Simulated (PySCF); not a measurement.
Two-component Hartree-Fock for Cl²⁺ (chlorine, charge +2)

Start: [Ne] 3s1 3p3 4s1; 3s1/2 filled at m_j = +1/2; 3p3/2 filled at m_j = -1/2, +1/2, +3/2; 4s1/2 filled at m_j = +1/2. Calculated with PySCF 2.14 in x2c-SVPall-2c with one added diffuse shell each of s, p type (5s5p1d, 25 functions): generalised Hartree-Fock with the X2C-1e Hamiltonian and a Gaussian nucleus; one run each with spin-orbit coupling (SO) switched off, then screened by Boettger's factors. This is a chosen level, not necessarily the ground level.

```
spinor shell  electrons  ε, spin-free (eV)  ε, screened SO (eV)  weight of nominal j (screened SO)  rms radius, screened SO (bohr)
       1s1/2          2            -2900.1              -2900.1                              1.000                           0.105
       2s1/2          2            -326.34              -326.34                              1.000                           0.479
       2p1/2          2            -256.05              -258.09                              0.742                           0.448
       2p3/2          4            -256.05              -255.03                              0.871                           0.450
       3s1/2          1            -65.562              -65.561                              1.000                            1.49
       3p3/2          3            -46.611              -46.611                              0.661                            1.67
       4s1/2          1            -17.779              -17.779                              1.000                            3.80
```

```csv
quantity,spin-free,screened SO
E (hartree),-458.41691,-458.41753
M_J,5/2,5/2
⟨J²⟩,8.750,8.750
⟨L²⟩,0.000,0.000
⟨S²⟩,8.750,8.749
```

Each row is a mean over spinors that exchange with the open shell spreads, by up to 3.023 eV (2p3/2).

Rows whose weight is well below 1 are mixtures of j = l ± 1/2: exchange outweighs spin-orbit coupling there, and the label is only the starting occupation.

Without spin-orbit coupling the j labels of p, d and f shells carry no meaning; the spin-free column gives the mean over the occupied spinors of each nl shell.
